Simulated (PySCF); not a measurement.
## How methods differ on the ionisation energy of Sb²⁺

Sb²⁺ [Kr] 4d10 5s2 5p1 (2P) → Sb³⁺ [Kr] 4d10 5s2 (1S), as a difference of total energies. Calculation: PySCF 2.14, in def2-QZVPPD with the def2 core potential (28 electrons) (8s6p5d4f1g, 88 functions); a scalar-relativistic core potential. Correlated levels: valence and next inner shell: nothing frozen outside the core potential. The calculations carry no spin-orbit coupling.

```tsv
method	ionisation energy (eV)
UHF	24.150
MP2 (valence and next inner shell)	24.606
SCS-MP2 (valence and next inner shell)	24.540
CCSD (valence and next inner shell)	24.638
CCSD(T) (valence and next inner shell)	24.665
```

**Question.** How much does correlation contribute at CCSD(T) (valence and next inner shell)?

**Answer.** 24.665 − (24.150) = 0.515 eV, measured against UHF.

The reference lies between the lowest fine-structure levels, while these numbers refer to the centres of the terms.

Errors of the correlated levels include the incompleteness of this basis.

For comparison: 25.323 eV (measured; NIST Atomic Spectra Database, ionization energies).
